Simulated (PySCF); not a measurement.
C₂H₃AlBrCl, SMILES C=[CH][Al]([Cl])[Br].

The structure is a stationary point at PBE-D3(BJ)/def2-SVP. The structure was generated by enumeration; whether it is a known compound was not checked. Other conformers were not sampled.

The numbers are results of ωB97X/def2-TZVP (PySCF), not measurements.

Symmetry labels are those of the subgroup Cs that the program uses (full group Cs).

Computed valence orbital energies around the gap with their symmetry:
```
orbital  symmetry  energy (eV)
-------  --------  -----------
HOMO−7         A'       -14.01
HOMO−6         A'       -12.74
HOMO−5         A"       -12.19
HOMO−4         A'       -12.17
HOMO−3         A"       -11.29
HOMO−2         A'       -11.19
HOMO−1         A'       -10.99
HOMO           A"       -10.78
LUMO           A"         0.25
LUMO+1         A'         1.31
LUMO+2         A"         2.40
LUMO+3         A'         3.21
```
